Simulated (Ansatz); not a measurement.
A run for Ansatz (a first-principles code): U-wB97X-V/def2-TZVPP on H2Zn (SMILES [ZnH2]), a point of a bond scan (R = 2.702 Å).

Ansatz 0.2 input:
```yaml
crystal:
  periodic: [false, false, false]
  atoms:
    - {symbol: Zn, position_ang: [0.00000000, 0.00000000, 0.00000000]}
    - {symbol: H, position_ang: [0.00000000, 0.00000000, 2.70208001]}
    - {symbol: H, position_ang: [-0.00000000, -0.00000000, -1.54404572]}
basis:
  gaussian:
    orbitals: def2-TZVPP
hamiltonian:
  xc: {name: wB97X-V}
magnetization: {spin_polarized: true, initial_magnetization: 0}
```

The head of its log:

```
WARN ansatz: RAYON_NUM_THREADS=1 ignored (pool sized by the plan → 1); use --threads N
Functional definition: wB97X-V
integrals: 0.03 GiB planned
654 factors; their error is unknown
integrals: 0.06 GiB planned
110 factors; integrals over basis functions are off by at most 4.7e-5 eV
mean field: 0.41 GiB planned
mean field evaluation 1: about -48442.6527 eV, gradient 1.9e1 eV
mean field evaluation 2: about -48442.7773 eV, gradient 3.2e1 eV
```

Problem. What total energy does the run end on?

Solution. -1780.2932 hartree. Its determinant has ⟨S²⟩ = 0.14, a mixture of spin states.
